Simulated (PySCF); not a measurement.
C4H5 (SMILES [CH]1[C@@H]2C[C@H]12), doublet, geometry from GFN2-xTB. Base run: B3LYP/def2-SV(P) (PySCF).

Here is a job for PySCF.
```python
from pyscf import gto, scf, dft

mol = gto.Mole()
mol.atom = '''
    C    -0.011048    1.152992    0.292681
    C     0.006069   -1.071617    0.362843
    C     0.777923    0.051757   -0.247030
    C    -0.775309    0.039481   -0.257303
    H    -0.016569    2.162854   -0.079261
    H    -0.000459   -1.149501    1.442906
    H     0.016990   -2.032726   -0.139902
    H     1.484404    0.003521   -1.055676
    H    -1.470182   -0.019829   -1.075216
'''
mol.basis = 'def2-sv(p)'
mol.charge = 0
mol.spin = 1
mol.verbose = 4
mol.build()

mf = dft.UKS(mol)
mf.xc = 'b3lyp'
mf.kernel()
mo_i, mo_e, stable_i, stable_e = mf.stability(internal=True, external=False, return_status=True, nroots=6, tol=1e-6)
print('internally stable:', stable_i, ' externally stable:', stable_e)
if not stable_i:
    umf = mf.copy()
    umf.scf_summary = {}
    umf.kernel(umf.make_rdm1(mo_i, mf.mo_occ))
```

The bond that is stretched is that between atoms 8 and 3. A test that says stable can miss a lower solution.

The base run was repeated with changes; each row names its change, and settings that it needs were set with it.

| change | ΔE vs base (eV) | <S^2> | stability test says | outcome |
|---|---|---|---|---|
| base | 0.00 | 0.753 | internally stable (external not tested) | converged |
| bond × 1.25 | 0.69 | 0.753 | internally stable (external not tested) | converged |
| bond × 1.5 | 1.96 | 0.754 | internally stable (external not tested) | converged |
| bond × 1.8 | 3.28 | 0.796 | internally stable (external not tested) | converged |
| bond × 2.2 | 4.07 | 0.973 | internally stable (external not tested) | converged |
| bond × 3.0 | - | - | - | not converged |

On stretching, the SCF can end on different states; <S^2> shows the spin contamination of each.
